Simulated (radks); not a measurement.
Results of a calculation; reference values are marked as such.
Question: Radial electron density D(r) = 4 pi r^2 rho(r) of an atom or ion with 5 electrons. Code: a radial shooting solver on a logarithmic mesh with Libxc functionals. Model: Dirac Kohn-Sham, LDA (Slater exchange, Perdew-Wang correlation), spin-unpolarised, spherical densities, point nucleus.

```
   r/bohr * D(r) (the largest magnitude, 5.03, reaches the edge; | marks zero)
  0.01377 | *
  0.01709 | *
  0.02122 |   *
  0.02633 |    *
  0.03268 |       *
  0.04056 |          *
  0.04994 |              *
  0.06198 |                   *
  0.07692 |                          *
  0.09547 |                                  *
   0.1185 |                                         *
   0.1471 |                                                 *
   0.1825 |                                                     *
   0.2247 |                                                      *
   0.2789 |                                                  *
   0.3461 |                                         *
   0.4296 |                             *
   0.5331 |                  *
   0.6617 |           *
   0.8212 |         *
    1.011 |           *
    1.255 |              *
    1.557 |               *
    1.933 |             *
    2.399 |         *
    2.977 |     *
    3.695 |  *
     4.55 |*
    5.646 *
    7.008 *
    8.697 *
```

What is the nuclear charge?

Answer: Z = 5. The innermost maximum, from 1s, lies near gamma/Z bohr with gamma = sqrt(1 - (Z/c)^2) = 0.999, here 0.2 bohr (found: 0.209), and its height grows with Z. The density is that of neutral boron in [He] 2s2 2p1; the configuration itself is not fixed sharply by these data. D(r) has 2 maxima, at r = 0.209, 1.52 bohr, and minima at 0.808 bohr, inside which lie 2.10 electrons.
